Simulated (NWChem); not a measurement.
Molecule: CH₆AlNO; SMILES [Al]([OH])([CH3])[NH2]

All runs: NWChem. Structure relaxed at the PBE0/def2-SVP level. One conformer.

Diagonal of the polarisability tensor at PBE0/def2-SVPD, static: 51.09, 56.67, 44.61 bohr³.

### Question
Find the mean polarisability volume, the molar refraction, and the refractive index that an ideal gas of it would have at 273.15 K and 1 atm.

### Answer

1. Mean: one third of the trace = 50.79 bohr³ × 0.14818 Å³/bohr³ = 7.53 Å³.
2. Molar refraction (Lorentz-Lorenz): (4π/3) N_A α = 19.0 cm³/mol.
3. Number density p/kT = 2.687 × 10⁻⁵ Å⁻³; n − 1 = 2π N α = 12.71 × 10⁻⁴.
4. These hold the electronic response alone: vibrational and orientational terms add to the static dielectric constant.
